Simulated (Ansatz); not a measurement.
Stepwise reaction of `B[Si](Cl)(Cl)Cl` with hydrogen fluoride, as a gas-phase model of exchange steps in deposition or etching. ΔE in kJ/mol.

Gas-phase electronic energies from Ansatz, PBE0-D4/def2-TZVP geometries. CBS: MP2 limit from def2 TZ/QZ plus the TZ coupled-cluster correction, frozen cores. This one scheme is used for every species. DFT in def2-TZVPP. B3LYP here is the variant with VWN-RPA as its local correlation; programs differ in this. One conformer a species, not always the lowest.

```csv
step,reaction,PBE-D4,B3LYP-D4,ωB97M-V,CCSD(T)/CBS
1,`B[Si](Cl)(Cl)Cl` + H–F → `FB[Si](Cl)(Cl)Cl` + H₂,-124.1,-123.7,-121.5,-112.8
2,`FB[Si](Cl)(Cl)Cl` + H–F → `FB(F)[Si](Cl)(Cl)Cl` + H₂,-140.5,-142.9,-143.1,-134.7
```

Task: By hand: ΔE of the 2 steps together at CCSD(T)/CBS.

Result: (-112.8) + (-134.7) = -247.5 kJ/mol, or -123.8 kJ/mol a step.

In ΔE each step is lower than the one before. All are downhill at CCSD(T)/CBS. PBE-D4 differs from CCSD(T)/CBS by -11.3 to -5.8 kJ/mol a step. Isolated molecules leave out the surface, adducts and barriers. Largest T1 diagnostic: 0.012.
